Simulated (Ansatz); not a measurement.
Species: C₄H₃ISe, charge 0, multiplicity 1. SMILES: [se]1ccc(I)c1
Structure (B3LYP-D3(BJ)/def2-TZVP (Ansatz, a first-principles code) minimum search):
```
C
C 1 1.3549
H 2 1.0763 1 128.06
C 1 1.4302 2 116.17 3 -180.00
C 4 1.3564 1 114.00 2 0.00
H 5 1.0776 4 127.34 1 180.00
H 4 1.0802 5 123.37 6 0.00
Se 5 1.8699 6 120.73 4 180.00
I 1 2.1017 2 122.37 3 0.00
```

Quantity: atomisation energy (electronic, to ground-state atoms), in eV. Valence correlation only, unless marked. UHF or UKS for open shells. No spin-orbit coupling. The frozen core is the preceding noble-gas configuration, with the filled d and f shells of earlier blocks. In def2 rows, elements after Kr have scalar-relativistic effective core potentials. STO-3G rows are all-electron and non-relativistic. The coupled-cluster limit lacks core correlation, which all-electron functionals hold. CBS(X,Y): correlation extrapolated as X^-3; Hartree-Fock from the larger set.

```json
[
 {"level": "HF/def2-QZVPPD", "program": "Ansatz", "atomisation energy (eV)": "26.89"}
]
```

Task: Estimate the value at CCSD(T)/CBS(def2-TZVPPD,def2-QZVPPD) as computed with Ansatz.

Result: 38.68 eV, so HF/def2-QZVPPD differs from it by -11.79 eV.
